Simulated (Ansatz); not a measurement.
C₃H₄BFO (`COB1C=C1F`). The species carries charge 0 and has multiplicity 1. The structure was optimised at the PBE0-D4/def2-TZVP level. It is one conformer, not always the lowest.

```xyz
10

C    -0.740   -1.222    1.182
O    -0.257    0.108    1.115
B     0.220    0.605   -0.032
C     0.820    1.739   -0.800
C     0.594    0.597   -1.458
F     0.758    0.141   -2.683
H    -1.784   -1.204    1.498
H    -0.156   -1.774    1.921
H    -0.664   -1.725    0.214
H     1.210    2.735   -0.956
```

Question: What is the dipole moment at PBE/def2-TZVPP? (Estimate.)

Answer: Ansatz gave: 0.92 D, with components (-0.37, -0.64, 0.55) D in this frame, pointing from negative to positive charge.

Question: And with r2SCAN, B3LYP, ωB97M-V? (An estimate is asked.)

Answer: The calculation gave: r2SCAN 0.93 D, B3LYP 0.97 D, ωB97M-V 0.95 D.

Question: Give the Mulliken charges with PBE, ωB97M-V, r2SCAN in def2-TZVPP. (Estimate.)

Answer: The calculation gave: 
```csv
atom,PBE,ωB97M-V,r2SCAN
C1,-0.11,-0.14,0.03
O2,-0.22,-0.30,-0.31
B3,-0.11,0.00,0.02
C4,-0.11,-0.12,-0.11
C5,0.26,0.25,0.26
F6,-0.14,-0.18,-0.18
H7,0.11,0.12,0.07
H8,0.11,0.12,0.07
H9,0.09,0.10,0.05
H10,0.12,0.15,0.11
```

B3LYP here is the variant with VWN-RPA as its local correlation; programs differ in this.
